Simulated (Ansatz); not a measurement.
# BGeSiH4F (SMILES F[SiH]1[BH][GeH2]1): the vertical energy of the triplet above the singlet from total energies

The species is BGeSiH4F (8 atoms), meant as a singlet with charge 0. As SMILES, `F[SiH]1[BH][GeH2]1`. Geometry: relaxed at PBE0-D4/def2-TZVP.

Both states at this one shape; open shells run unrestricted unless said. 1 Eh = 27.2114 eV.

| level | program | singlet BGeSiH4F (Eh) | triplet BGeSiH4F (Eh) |
| --- | --- | --- | --- |
| HF/def2-SVP | Ansatz | -2490.264758 | -2490.221700 |
| PBE/def2-SVP | Ansatz | -2492.522965 | -2492.450830 |
| CAM-B3LYP/def2-SVP | Ansatz | -2493.199219 | -2493.132680 |

Question: Work out the vertical gap, second state less first, at each level.

Answer: 
1. HF/def2-SVP: -2490.221700 − (-2490.264758) = 0.043058 Eh = 1.17 eV.
2. PBE/def2-SVP: -2492.450830 − (-2492.522965) = 0.072135 Eh = 1.96 eV.
3. CAM-B3LYP/def2-SVP: -2493.132680 − (-2493.199219) = 0.066539 Eh = 1.81 eV.

No measured value is set beside it here; the levels span 1.17 to 1.96 eV. Hartree–Fock favours the state with fewer electron pairs, since it lacks pair correlation. All-electron rows are non-relativistic unless named.
